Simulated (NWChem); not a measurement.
Species: trichloroethylene (C₂HCl₃); SMILES ClC=C(Cl)Cl

Computed with NWChem. Each level has its own optimisation; frequencies are unscaled. Brackets give each atom's bonded neighbours.

```json
[
 {"level": "BLYP/def2-SVP", "r C–Cl [C(CClH)–Cl(C)] (Å)": "1.741", "r C–C (Å)": "1.354", "r C–H (Å)": "1.098", "highest harmonic frequency (cm⁻¹)": "3143", "lowest (cm⁻¹)": "163", "zero-point energy (kcal/mol)": "14.8", "dipole (D)": "0.70"},
 {"level": "PBE/def2-SVP", "r C–Cl [C(CClH)–Cl(C)] (Å)": "1.722", "r C–C (Å)": "1.353", "r C–H (Å)": "1.099", "highest harmonic frequency (cm⁻¹)": "3158", "lowest (cm⁻¹)": "163", "zero-point energy (kcal/mol)": "15.0", "dipole (D)": "0.72"},
 {"level": "Hartree-Fock/STO-3G", "r C–Cl [C(CClH)–Cl(C)] (Å)": "1.764", "r C–C (Å)": "1.318", "r C–H (Å)": "1.086", "highest harmonic frequency (cm⁻¹)": "3719", "lowest (cm⁻¹)": "173", "zero-point energy (kcal/mol)": "18.1", "dipole (D)": "1.64"},
 {"level": "PBE0/def2-SVP", "r C–Cl [C(CClH)–Cl(C)] (Å)": "1.709", "r C–C (Å)": "1.340", "r C–H (Å)": "1.091", "highest harmonic frequency (cm⁻¹)": "3253", "lowest (cm⁻¹)": "170", "zero-point energy (kcal/mol)": "15.7", "dipole (D)": "0.84"}
]
```
